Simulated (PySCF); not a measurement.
Isomers of C4H11ClOSi2. Theory: PySCF 2.14.0, PBE0-D3(BJ)/def2-SVP geometry optimisation, gas phase. Energies are electronic, without zero-point or thermal terms, for one conformer each. No frequencies were run at this level. Point groups hold within 0.08 Å.

Question: Rank from lowest to highest electronic energy at this level (kJ/mol).
A. `[SiH3:1][O:2][Si@@H:3]([Cl:4])[CH2:5][CH:6]1[CH2:7][CH2:8]1` with Si1–O2–Si3–Cl4 -15°, O2–Si3–C5–C6 -179°, Si3–C5–C6–C7 -155°
B. `[SiH3:1][CH2:2][Si@:3]1([Cl:4])[CH2:5][CH2:6][CH2:7][O:8]1` with Si1–C2–Si3–Cl4 -70°, C2–Si3–C5–C6 -145°, Si3–C5–C6–C7 38°, C5–C6–C7–O8 -37°, C6–C7–O8–Si3 16°
C. `[Cl:1][CH2:2][SiH2:3][O:4][SiH2:5][CH:6]1[CH2:7][CH2:8]1` with Cl1–C2–Si3–O4 180°, C2–Si3–O4–Si5 166°, Si3–O4–Si5–C6 132°, O4–Si5–C6–C7 152°
D. `[CH3:1][Si@:2]1([CH2:3][Cl:4])[CH2:5][CH2:6][SiH2:7][O:8]1` with C1–Si2–C3–Cl4 -67°, C1–Si2–C5–C6 -93°, Si2–C5–C6–Si7 -33°, C5–C6–Si7–O8 28°, C6–Si7–O8–Si2 -10°

Answer: D (0.0), B (0.8), A (15.4), C (164.7).

As drawn, the highest has a three-membered ring, which the lowest lacks. Neighbours under 10 kJ/mol apart (C[Si@]1(CCl)CC[SiH2]O1 and [SiH3]C[Si@]1(Cl)CCCO1) can change places with a better method, another conformer or zero-point energy.

```csv
SMILES,E (Eh),E rel (kJ/mol),dipole (D),point group,"A, B, C (MHz)"
C[Si@]1(CCl)CC[SiH2]O1,-1272.42186,0.0,0.99,C1,"2246, 685.2, 662.0"
[SiH3]C[Si@]1(Cl)CCCO1,-1272.42155,0.8,2.94,C1,"1685, 848.7, 695.7"
[SiH3]O[Si@@H](Cl)CC1CC1,-1272.41600,15.4,1.44,C1,"2151, 578.6, 498.5"
ClC[SiH2]O[SiH2]C1CC1,-1272.35913,164.7,2.43,C1,"3650, 367.1, 344.5"
```

Question: How do the relative energies change in single points at HF/pcSseg-1 (no added dispersion term) on the same geometries?

Answer: 
```
                  SMILES  PBE0-D3(BJ)/def2-SVP (kJ/mol)  HF/pcSseg-1 (kJ/mol)  shift
  C[Si@]1(CCl)CC[SiH2]O1                            0.0                  13.4  +13.4
  [SiH3]C[Si@]1(Cl)CCCO1                            0.8                  21.1  +20.3
[SiH3]O[Si@@H](Cl)CC1CC1                           15.4                   0.0  -15.4
   ClC[SiH2]O[SiH2]C1CC1                          164.7                 140.3  -24.4
```

Each column counts from its own lowest isomer. [SiH3]O[Si@@H](Cl)CC1CC1 becomes the lowest; the largest shift is 24.4 kJ/mol.
